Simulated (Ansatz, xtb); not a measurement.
## Relative energy of two structures of AlGeH5O

We compare I, `[OH][AlH][GeH3]`, a singlet, with II, a singlet given by its coordinates. Both are isolated molecules in the gas phase, relaxed with PBE0-D3(BJ)/def2-SVP; the shapes shown needn't be the lowest conformers.

I (Å):

```xyz
8

Al   -1.4509    1.8375   -0.9955
Ge   -0.3022    0.2973    0.5447
O    -3.0224    2.3244   -0.5407
H    -3.5901    2.9170   -1.0373
H    -0.8367    2.3931   -2.3552
H     1.0412    0.8840    1.0327
H    -1.1396   -0.0352    1.7948
H     0.0414   -1.0403   -0.1479
```

II (Å):

```xyz
8

Al   -0.3647    0.6768   -0.5381
Ge   -0.8494   -0.9420    1.4489
O     1.1576    1.4440   -0.6186
H     0.0345   -0.9917   -0.0001
H    -0.7725    0.7377    1.2121
H    -2.1485   -0.8952    0.5172
H     1.4454    2.0544   -1.2984
H    -1.4763    0.9259   -1.6334
```

Close contacts (Å): Al1–Ge2 2.61, Al1–O3 1.71, Al1–H4 1.80, Al1–H5 1.80, Al1–H8 1.58, Ge2–H4 1.70, Ge2–H5 1.70, Ge2–H6 1.60, O3–H7 0.96.

Quicker runs give these differences E(II) − E(I): GFN2-xTB −15.5 kcal/mol; HF/STO-3G +73.4 kcal/mol (at GFN2-xTB geometries); r2SCAN-D4/def2-SVP +9.1 kcal/mol (at GFN2-xTB geometries).

Q: Which of the two would you expect CCSD(T)/def2-TZVP electronic energies to favour?

A: Structure I; the calculation gives E(II) − E(I) = +10.1 kcal/mol.

The same difference at several levels:

```
               level              geometry  E(II) − E(I) (kcal/mol)  departure from the last row (kcal/mol)  job, with rough time for the two
            GFN2-xTB              GFN2-xTB                     −15.5                                   −25.6               optimisation, 0.2 s
           HF/STO-3G              GFN2-xTB                     +73.4                                   +63.3              single point, 0.32 s
  r2SCAN-D4/def2-SVP              GFN2-xTB                      +9.1                                    −1.0               single point, 3.6 s
PBE0-D3(BJ)/def2-SVP  PBE0-D3(BJ)/def2-SVP                      +8.6                                    −1.5             optimisation, 1.7 min
        HF/def2-TZVP  PBE0-D3(BJ)/def2-SVP                     +15.1                                    +5.0           part of the CCSD(T) run
       MP2/def2-TZVP  PBE0-D3(BJ)/def2-SVP                     +10.9                                    +0.8           part of the CCSD(T) run
   CCSD(T)/def2-TZVP  PBE0-D3(BJ)/def2-SVP                     +10.1                                                        single point, 59 s
```

GFN2-xTB puts the two in the other order. The largest departure from CCSD(T)/def2-TZVP is that of HF/STO-3G, 63.3 kcal/mol.

With harmonic frequencies from PBE0-D3(BJ)/def2-SVP (ideal gas, rigid rotor, one conformer each, 298.15 K, 1 atm): on the last row, ΔE + ΔZPE = +10.2 kcal/mol. A mode under 50 cm⁻¹ makes harmonic enthalpies and free energies unreliable, so none is given.

The correlated steps freeze 15 core orbitals; the filled d shell of Ge is correlated, in a basis made for valence electrons. Codes used: Ansatz 0.2.0, xtb 6.7.1; the last row on 2 threads of Arm Neoverse V1 on a shared host.
